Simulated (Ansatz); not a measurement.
Stepwise reaction of `[F][Ge]([F])([SH])[Cl]` with hydrogen chloride, as a gas-phase model of exchange steps in deposition or etching. ΔE in kJ/mol; ΔG adds harmonic PBE0-D4 terms to CCSD(T)/CBS, at 1 bar.

Computed with Ansatz on PBE0-D4/def2-TZVP structures; ΔE is electronic, products minus reactants. CCSD(T)/CBS adds triple-zeta CCSD(T) − MP2 to the extrapolated MP2 energy (def2 sets, frozen cores). This one scheme is used for every species. Functionals use def2-TZVPP. B3LYP here is the variant with VWN-RPA as its local correlation; programs differ in this. For Ge outer-core shells are correlated without core-valence functions, which leaves a few kJ/mol of doubt a bond. Scalar relativity is left out up to krypton. Each species was taken in one conformer, which may not be the lowest.

```
step                                                            reaction  PBE-D4  B3LYP-D4  ωB97M-V  CCSD(T)/CBS  ΔG(400 K)
   2  `[F][Ge]([SH])([Cl])[Cl]` + HCl → `[SH][Ge]([Cl])([Cl])[Cl]` + H–F   -10.6      -7.4     -5.8        -11.3       -5.1
```

Problem. Give the row of step 1, `[F][Ge]([F])([SH])[Cl]` + HCl → `[F][Ge]([SH])([Cl])[Cl]` + H–F. (Best estimate.)

Solution. The calculation gave: 
| step | reaction | PBE-D4 | B3LYP-D4 | ωB97M-V | CCSD(T)/CBS | ΔG(400 K) |
| --- | --- | --- | --- | --- | --- | --- |
| 1 | `[F][Ge]([F])([SH])[Cl]` + HCl → `[F][Ge]([SH])([Cl])[Cl]` + H–F | -11.9 | -8.2 | -7.0 | -11.8 | -5.0 |

Problem. By hand: ΔE of the 2 steps together at CCSD(T)/CBS.

Solution. (-11.8) + (-11.3) = -23.1 kJ/mol, or -11.6 kJ/mol a step.

In ΔE the steps differ by no more than 0.5 kJ/mol. All are downhill at CCSD(T)/CBS. ΔG lies between -5.1 and -5.0 kJ/mol a step. PBE-D4 differs from CCSD(T)/CBS by -0.1 to 0.7 kJ/mol a step. Isolated molecules leave out the surface, adducts and barriers. Largest T1 diagnostic: 0.012.
